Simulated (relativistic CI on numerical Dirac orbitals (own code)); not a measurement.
Line list: Electric-dipole lines, Ni IX

Calculated at this level of theory: Dirac-Coulomb-Breit CI, separate exchange-only KLI orbitals for each configuration, QED by a radiative potential, valence Slater integrals scaled by 0.9, P86 correlation estimate, and configurations built on the next ion tied to the tabulated ionisation energy (semi-empirical) (own radial code, finite nucleus).

Configurations in the expansion (outside the closed core [Ne]): 3s2 3p6 3d2, 3s2 3p6 3d 4s, 3s2 3p6 3d 4p, 3s2 3p6 3d 4d, 3s2 3p6 3d 5s, 3s2 3p6 3d 4f, 3s2 3p5 3d3, 3s2 3p4 3d4, 3s 3p6 3d3, 3p6 3d4, 3s2 3p6 4s2, 3s2 3p6 4s 4p, 3s2 3p6 4p2, 3s2 3p6 4s 4d, 3s2 3p6 3d 5p, 3s 3p5 3d4, 3s2 3p5 3d2 4s, 3s2 3p6 4p 4d, 3s2 3p6 3d 5d, 3s2 3p6 3d 5f, 3s2 3p5 3d2 4p, 3s2 3p6 3d 5g, 3s2 3p4 3d3 4s, 3s2 3p5 3d 4s2. Levels of other configurations are missing.

| λ vac (nm) | Lower | Upper | A (s⁻¹) | E lower (cm⁻¹) | E upper (cm⁻¹) |
| --- | --- | --- | --- | --- | --- |
| 10.098 | 3s2 3p6 3d2 3F_2 [1] | 3s2 3p6 3d 4f 3G°_3 [209] | 3.51e+11 | 0 | 990282 |
| 10.103 | 3s2 3p6 3d2 3F_3 [2] | 3s2 3p6 3d 4f 3G°_4 [210] | 3.75e+11 | 1869 | 991708 |
| 10.116 | 3s2 3p6 3d2 3F_4 [3] | 3s2 3p6 3d 4f 3G°_5 [211] | 4.26e+11 | 4079 | 992631 |
| 10.175 | 3s2 3p6 3d2 3F_2 [1] | 3s2 3p6 3d 4f 3F°_2 [202] | 1.75e+11 | 0 | 982842 |
| 10.188 | 3s2 3p6 3d2 3F_3 [2] | 3s2 3p6 3d 4f 3F°_3 [203] | 1.47e+11 | 1869 | 983395 |
| 10.200 | 3s2 3p6 3d2 3F_4 [3] | 3s2 3p6 3d 4f 3F°_4 [204] | 1.53e+11 | 4079 | 984434 |
| 10.262 | 3s2 3p6 3d2 1D_2 [4] | 3s2 3p6 3d 4f 1F°_3 [216] | 1.08e+11 | 20669 | 995155 |
| 10.282 | 3s2 3p6 3d2 1D_2 [4] | 3s2 3p6 3d 4f 3D°_3 [214] | 2.17e+11 | 20669 | 993271 |
| 10.311 | 3s2 3p6 3d2 3P_2 [7] | 3s2 3p6 3d 4f 3P°_2 [218] | 2.58e+11 | 25995 | 995793 |
| 10.314 | 3s2 3p6 3d2 3P_0 [5] | 3s2 3p6 3d 4f 3D°_1 [213] | 2.33e+11 | 23647 | 993213 |
| 10.318 | 3s2 3p6 3d2 3P_2 [7] | 3s2 3p6 3d 4f 1F°_3 [216] | 2.25e+11 | 25995 | 995155 |
| 10.322 | 3s2 3p6 3d2 3P_1 [6] | 3s2 3p6 3d 4f 3D°_2 [212] | 2.87e+11 | 24377 | 993204 |
| 10.328 | 3s2 3p6 3d2 1D_2 [4] | 3s2 3p6 3d 4f 1D°_2 [208] | 2.30e+11 | 20669 | 988916 |
| 10.339 | 3s2 3p6 3d2 1G_4 [8] | 3s2 3p6 3d 4f 1H°_5 [225] | 4.41e+11 | 35628 | 1002876 |
| 10.581 | 3s2 3p6 3d2 1G_4 [8] | 3s2 3p6 3d 4f 1G°_4 [200] | 9.53e+10 | 35628 | 980718 |
| 14.710 | 3s2 3p6 3d2 3F_4 [3] | 3s2 3p6 3d 4p 3F°_4 [115] | 1.02e+11 | 4079 | 683899 |
| 14.756 | 3s2 3p6 3d2 3F_2 [1] | 3s2 3p6 3d 4p 3F°_2 [109] | 8.20e+10 | 0 | 677688 |
| 15.217 | 3s2 3p6 3d2 1G_4 [8] | 3s2 3p6 3d 4p 1F°_3 [120] | 9.85e+10 | 35628 | 692774 |
| 15.224 | 3s2 3p6 3d2 3P_2 [7] | 3s2 3p6 3d 4p 3P°_2 [114] | 1.29e+11 | 25995 | 682856 |
| 15.372 | 3s2 3p6 3d2 1D_2 [4] | 3s2 3p6 3d 4p 1D°_2 [108] | 9.13e+10 | 20669 | 671190 |

Terms are leading LS components. Brackets give the number of a level in order of energy, since labels repeat. The list gives strong lines, with weight on those to low levels, without configurations that were not tied to measured data, without lines whose two gauges differ by over a factor of 2.5, among the lowest 300 of 2029 levels, so that lines to higher ones, which can be the strongest, are missing. Levels whose partners in the same complex of configurations lie outside the list can be far off, and so can their lines. Rates are taken at the computed energies, electric ones in the length gauge.

Configurations that consist of the next ion and one excited electron were tied to the tabulated ionisation energy; Rydberg ones are usually within 1,000 to 3,000 cm⁻¹ and the lowest ones within about 6,000 (9,000 in d shells), while levels on excited terms of the next ion carry the error of that term, and the other configurations can be misplaced by 10,000 cm⁻¹ or more. Rates follow the energies as ν³ (E1, M1) or ν⁵ (E2), so rates, branching and lifetimes can be off by large factors.

LS names give the leading component of a level, which can be under half, so a name can repeat, a term be missing and a line seem to break the LS rules.
